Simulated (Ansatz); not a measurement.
H$_{8}$OSSi$_{3}$, SMILES `O[SiH]([SiH3])[SiH2]S`, relaxed with RKS PBE-D4/def2-SVP in Ansatz 0.2.0 from a rough embedded geometry. The force threshold is 0.03 eV/Å; the program also tests the step.

Total charge 0; spin multiplicity 1.

Start:

```xyz
13

O    -1.114   -0.823    1.686
Si   -0.342    0.256    0.692
Si   -1.788    1.149   -0.831
Si    1.246   -0.760   -0.694
S     2.724   -1.717    0.610
H    -0.481   -1.291    2.375
H     0.253    1.301    1.519
H    -1.120    2.079   -1.756
H    -2.954    1.833   -0.139
H    -2.410    0.061   -1.689
H     2.006    0.297   -1.402
H     0.671   -1.755   -1.554
H     3.307   -0.630    1.184
```

Question: How much energy does the relaxation release, and in how many steps? (An estimate is asked.)

Answer: Ansatz gave: 0.50 eV, in 14 steps, 1 of them rejected.

Question: Which bonds change most? (Best estimate.)

Answer: The calculation gave: Si4–H12 from 1.436 to 1.504 Å; Si2–Si3 from 2.282 to 2.348 Å; O1–H6 from 1.047 to 0.984 Å; Si2–H7 from 1.459 to 1.516 Å.

Question: Give the relaxed structure. (Best estimate.)

Answer: Computed: 
```xyz
13

O    -0.748   -0.691    1.643
Si   -0.220    0.453    0.514
Si   -2.053    1.171   -0.766
Si    1.442   -0.720   -0.681
S     2.320   -1.963    0.904
H    -0.034   -1.344    1.821
H     0.449    1.649    1.161
H    -1.576    2.213   -1.745
H    -3.125    1.776    0.100
H    -2.634    0.014   -1.535
H     2.496    0.084   -1.398
H     0.871   -1.741   -1.627
H     2.810   -0.901    1.607
```
